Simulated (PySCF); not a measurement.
# Deuteron quadrupole couplings in `CO[Si@H]1C[SiH2][SiH2][SiH2][SiH2]1`

Compound: C2H14OSi5.
Cartesian coordinates in Å at the GFN2-xTB level; atoms count from 1:
```xyz
22
C2H14OSi5 angstrom
C     -2.717    0.100   -1.295
O     -1.722   -0.624   -0.653
Si    -1.169   -0.378    0.869
C      0.174   -1.717    0.972
Si     1.296   -1.938   -0.555
Si     2.493    0.002   -0.995
Si     1.330    2.003   -0.696
Si    -0.271    1.752    0.983
H     -2.795   -0.260   -2.321
H     -3.681   -0.034   -0.796
H     -2.479    1.168   -1.306
H     -2.260   -0.695    1.816
H     -0.298   -2.676    1.183
H      0.792   -1.496    1.843
H      2.173   -3.087   -0.257
H      0.477   -2.375   -1.692
H      3.076   -0.071   -2.346
H      3.693    0.045   -0.138
H      2.215    3.157   -0.467
H      0.652    2.373   -1.953
H      0.329    1.982    2.307
H     -1.321    2.787    0.920
```

Level: PBE0/pcSseg-1 (PySCF, non-relativistic); Q(2H) = 0.00286 b; rigid geometry, the same for H and D, with no vibrational averaging.

Problem. Rank these positions by the coupling χzz of a deuteron there, largest first.
A. H18 (Si–H hydrogen)
B. H12 (Si–H hydrogen)
C. H9 (methyl hydrogen)
D. H11 (methyl hydrogen)
E. H13 (methylene hydrogen)

Solution. E (217 kHz), C (203 kHz), D (197 kHz), A (107 kHz), B (101 kHz).

Problem. Give the electric field gradient Vzz (the principal value of largest size), its asymmetry and the 2H coupling at each hydrogen.

Solution. 
```
atom  bonded to  bond length (Å)  Vzz (au)     η  χzz (kHz)
  H9         C1            1.091    0.3018  0.07        203
 H10         C1            1.093    0.2963  0.08        199
 H11         C1            1.094    0.2933  0.09        197
 H12        Si3            1.479    0.1502  0.03        101
 H13         C4            1.089    0.3226  0.01        217
 H14         C4            1.091    0.3194  0.01        215
 H15        Si5            1.476    0.1561  0.02        105
 H16        Si5            1.468    0.1623  0.03        109
 H17        Si6            1.473    0.1607  0.01        108
 H18        Si6            1.475    0.1587  0.00        107
 H19        Si7            1.472    0.1607  0.01        108
 H20        Si7            1.475    0.1586  0.00        107
 H21        Si8            1.472    0.1617  0.00        109
 H22        Si8            1.476    0.1593  0.00        107
```

Problem. Average by the element that carries the hydrogen.

Solution. on C: 206 kHz over 5 positions, mean bond length 1.092 Å; on Si: 107 kHz over 9 positions, mean bond length 1.474 Å.

Problem. How does χzz go with the bond length over the 9 Si–H bonds?

Solution. A straight-line fit has a slope of -6.5 kHz for each 0.01 Å, with a correlation coefficient of -0.86, over lengths from 1.468 to 1.479 Å. The longer bonds have the smaller couplings here.

Isolated species at its GFN2-xTB geometry (one conformer only). GFN2-xTB bond lengths can be off by several hundredths of an ångström, more for odd bonds, and the gradients follow them. These gradients aren't converged with respect to the basis.

The run behind these numbers computed NMR shieldings as well. The run took 92 s wall (with the writing of density and orbital grids) on Intel Xeon, one thread, no GPU, on a shared host, and the process peaked at 1.1 GiB of memory.
